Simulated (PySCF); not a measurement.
A calculated (UHF, PySCF 2.14, dyall-av2z, no relativity, point nucleus) atom or ion has these occupied shells.

```
shell  electrons  orbital energy (eV)  rms radius, mean of both spins (bohr)
 1s β          1             -20620.7                                 0.0410
 1s α          1             -20620.6                                 0.0410
 2s α          1              -2961.2                                  0.167
 2s β          1              -2960.5                                  0.167
 2p α          3              -2725.5                                  0.146
 2p β          3              -2724.8                                  0.146
 3s α          1              -540.78                                  0.454
 3s β          1              -540.52                                  0.454
 3p α          3              -447.49                                  0.452
 3p β          3              -447.14                                  0.452
 3d α          5              -277.63                                  0.434
 3d β          5              -276.73                                  0.434
 4s α          1              -80.942                                   1.17
 4s β          1              -76.853                                   1.17
 4p α          3              -52.000                                   1.30
 4p β          3              -46.644                                   1.30
 4d α          5               -7.717                                   2.14
 4d β          2               -5.331                                   2.14
```

Name the element and its charge.

Tc (technetium, neutral), in [Kr] 4d7, high-spin 4F determinant (an excited configuration).
